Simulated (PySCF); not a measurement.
## How methods differ on the ionisation energy of Cu(13+)

Cu(13+) [Ne] 3s2 3p4 [3p1/2^2 3p3/2^2, M_J = 2] → Cu(14+) [Ne] 3s2 3p3 [3p1/2^2 3p3/2^1, M_J = 3/2], as a difference of total energies. Computed with PySCF 2.14 in an uncontracted even-tempered set (20 s from 1 bohr⁻², ratio 2.4; 13 p from 1.3 bohr⁻², ratio 2.4; 5 d from 6.8 bohr⁻², ratio 2.6; 4 f from 10 bohr⁻², ratio 2.6), with the two-component X2C-1e Hamiltonian. Correlated levels: 1s2 frozen; the 52 highest virtual spinors dropped. "Screened" scales the spin-orbit matrix elements by Boettger's factors to mimic the two-electron term; Breit and QED terms are absent.

```tsv
method	ionisation energy (eV)
GHF (spin-free)	433.54
GMP2 (spin-free)	434.58
GHF (screened spin-orbit)	434.78
GMP2 (screened spin-orbit)	435.77
```

The labels give the starting determinants; with spin-orbit coupling the two ends relaxed to ⟨J²⟩ = 6.01, ⟨L²⟩ = 2.30, ⟨S²⟩ = 1.85 and ⟨J²⟩ = 3.75, ⟨L²⟩ = 0.11, ⟨S²⟩ = 3.60.

**Question.** Which method comes closest to the reference value, and which is furthest?

**Answer.** The reference is 436 ± 0.6 eV (semi-empirical (NIST evaluation); NIST Atomic Spectra Database, ionization energies). Closest: GMP2 (screened spin-orbit) (error -0.230 eV); furthest: GHF (spin-free) (error -2.460 eV).
